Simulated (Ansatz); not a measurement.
Reaction (substitution at a C–Al bond): `F[CH2][Al]1[CH2][CH]1F` + `[CH2]1[NH][AlH]1` → `FC[N]1[CH2][AlH]1` + `F[CH]1[CH2][AlH]1`

Gas-phase electronic energies from Ansatz, PBE0-D4/def2-TZVP geometries. CCSD(T)/CBS is the MP2 limit (def2-TZVPP, def2-QZVPP) plus CCSD(T) − MP2 in def2-TZVPP, frozen cores. One conformer a species, not always the lowest.

```
             level  ΔE (eV)
CCSD(T)/def2-TZVPP    -0.16
     HF/def2-QZVPP    -0.24
```

What does CCSD(T)/CBS give? (An estimate is asked.)

Ansatz gave: -0.12 eV. The listed levels differ from it by -0.04, -0.12 eV.

Largest T1 diagnostic among the species: 0.015.

The D4 term adds −0.04 eV with B3LYP and −0.02 eV with PBE0; it sums over pairs of atoms, weighted by their polarisabilities, and B3LYP, whose exchange is more repulsive, gets the larger term. From PBE to PBE0 (25 % exact exchange), in def2-TZVPP and without D4, ΔE moves by −0.04 eV.

B3LYP here is the variant with VWN-RPA as its local correlation; programs differ in this.
